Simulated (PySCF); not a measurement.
## How far are cheaper levels from CCSD(T)/CBS for SrS?

PySCF; the state is a singlet (closed shell). The composite is CCSD(T) extrapolated to the basis-set limit from two correlation-consistent sets, with core-valence (CV) and scalar-relativistic (SR) terms as its label shows; it has no spin–orbit coupling and nothing beyond (T). Here it is CCSD(T)/CBS(DT)+CV. It gives Re = 2.451 Å, ωe = 383 cm⁻¹ and De = 3.39 eV to Sr + S.

| level | basis | relativity | Re (Å) | ωe (cm⁻¹) | De (eV) |
| --- | --- | --- | --- | --- | --- |
| RHF-MP2 | def2-SVP | scalar-relativistic core potentials | 2.499 | 371 | 2.66 |
| RHF-SCS-MP2 | def2-SVP | scalar-relativistic core potentials | 2.502 | 372 | 2.49 |
| RHF-CCSD | def2-SVP | scalar-relativistic core potentials | 2.500 | 379 | 2.27 |
| RHF-CCSD | x2c-TZVPPall | spin-free X2C | 2.439 | 401 | 2.89 |
| r²SCAN | def2-SVPD | scalar-relativistic core potentials | 2.468 | 397 | 3.94 |
| TPSSh | def2-SVPD | scalar-relativistic core potentials | 2.472 | 396 | 3.81 |
| r²SCANh | def2-SVP | scalar-relativistic core potentials | 2.454 | 409 | 3.81 |
| PBE0 | x2c-TZVPall | spin-free X2C | 2.418 | 409 | 3.62 |
| MN15 | def2-SVPD | scalar-relativistic core potentials | 2.453 | 401 | 3.13 |
| LC-ωPBE | def2-SVP | scalar-relativistic core potentials | 2.435 | 431 | 3.40 |

Give the difference of each row from the composite.



| level | basis | ΔRe (pm) | Δωe (%) | ΔDe (eV) |
| --- | --- | --- | --- | --- |
| RHF-MP2 | def2-SVP | +4.8 | -3.1 | -0.73 |
| RHF-SCS-MP2 | def2-SVP | +5.1 | -2.9 | -0.90 |
| RHF-CCSD | def2-SVP | +4.9 | -1.0 | -1.12 |
| RHF-CCSD | x2c-TZVPPall | -1.2 | +4.7 | -0.50 |
| r²SCAN | def2-SVPD | +1.7 | +3.7 | +0.55 |
| TPSSh | def2-SVPD | +2.1 | +3.4 | +0.42 |
| r²SCANh | def2-SVP | +0.3 | +6.8 | +0.42 |
| PBE0 | x2c-TZVPall | -3.3 | +6.8 | +0.23 |
| MN15 | def2-SVPD | +0.2 | +4.7 | -0.26 |
| LC-ωPBE | def2-SVP | -1.6 | +12.5 | +0.01 |

Which rows come closest in De?

LC-ωPBE in def2-SVP (+0.01 eV), counted from the composite.

Measured (Huber and Herzberg, Constants of Diatomic Molecules (1979)): Re = 2.4405 Å, ωe = 388.38 cm⁻¹; the composite is off by +10.0 mÅ and -5.6 cm⁻¹.

Correlated steps freeze the inner cores (5 to 19 orbitals); shallow outer-core shells are correlated. Correlated levels converge slowly with the basis: in double zeta they bind strong bonds too weakly, by up to about 1 eV, and carry superposition errors of some tenths. Where the molecule has an RHF reference, its open-shell atoms are computed with UHF. The CCSD T1 diagnostic is raised in SrS, a sign that a single reference may not be enough there.
